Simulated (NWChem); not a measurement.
System: C2H6AuS cation; SMILES C[S](C)->[Au+]

No frequency run checked for a minimum. The spin multiplicity was typed, not searched, and may not be the lowest. def2 effective core potentials on Au; no spin-orbit coupling.

### Question
Give the equilibrium geometry at PBE0/def2-SVP with def2 effective core potentials on Au (NWChem) as an XYZ file, with the point group.

### Answer
point group Cs; any orientation.
```
10

Au    -0.0126     0.7914     0.0000
C      0.4024    -2.1640    -1.4073
S     -0.4906    -1.4621     0.0000
C      0.4024    -2.1640     1.4073
H      1.4789    -1.9588    -1.3513
H      0.2088    -3.2470    -1.3881
H     -0.0328    -1.7351    -2.3196
H      1.4789    -1.9588     1.3513
H     -0.0328    -1.7351     2.3196
H      0.2088    -3.2470     1.3881
```
